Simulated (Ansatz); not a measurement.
KBi4⁻, relaxed as a singlet with RKS r2SCAN-D4/def2-SVPD in Ansatz, starting from the GFN1-xTB geometry. Force threshold 0.02 eV/Å.

In the def2 sets Bi takes a core potential; there is no spin–orbit coupling. The structure comes from a short search, and lower isomers may exist.

Start:

```xyz
5

K    -0.415    0.052   -0.345
Bi    0.385    1.673   -3.967
Bi    1.623    1.785    2.498
Bi   -3.015   -2.151   -2.404
Bi    1.422   -1.359    4.219
```

| step | energy (eV) | largest force component (eV/Å) | SCF passes |
| --- | --- | --- | --- |
| 1 | -39693.7090 | 2.321 | 91 |
| 2 | -39694.8574 | 2.485 | 130 |
| 3 | -39695.9107 | 1.549 | 44 |
| 4 | -39696.2328 | 2.993 | 39 |
| 5 | -39697.0608 | 1.420 | 34 |
| 6 | -39697.7669 | 1.780 | 28 |
| 7 | -39698.5876 | 1.902 | 29 |
| 8 | -39699.2916 | 0.985 | 34 |
| 9 | -39699.4570 | 0.688 | 31 |
| 10 | -39699.5470 | 0.595 | 33 |
| 11 | -39699.5938 | 0.102 | 32 |
| 12 | -39699.6120 | 0.051 | 26 |
| 13 | -39699.6327 | 0.216 | 28 |
| 14 | -39699.6738 | 0.226 | 25 |
| 15 | -39699.7322 | 0.215 | 25 |
| 16 | -39699.8125 | 0.216 | 24 |
| 17 | -39699.9211 | 0.220 | 23 |
| 18 | -39700.0632 | 0.249 | 23 |
| 19 | -39700.2250 | 0.255 | 29 |
| 20 | -39700.3362 | 0.102 | 28 |
| 21 | -39700.3415 | 0.096 | 24 |
| 22 | -39700.3452 | 0.033 | 24 |
| 23 | -39700.3454 | 0.028 | 25 |
| 24 | -39700.3456 | 0.007 | 25 |

Force components are those of the run's own axes.

End:

```xyz
5

K    -0.9570   -1.4546    0.5610
Bi    0.1452    1.1560   -1.9163
Bi    1.4536    1.4074    0.9698
Bi   -1.6620   -0.8098   -2.7631
Bi    1.0203   -0.2990    3.1487
```

Bonds formed: K1–Bi5, Bi2–Bi3, Bi2–Bi4 (atoms count from 1). Metal–metal contacts that move far: Bi3–Bi5 3.59 to 2.80 Å. The end is the same structure that another start reached.

No frequencies were taken in this run, so the end may be a saddle point.

Hardware: 4 threads of Arm Neoverse V2 on a shared host. Wall time 2.5 min.
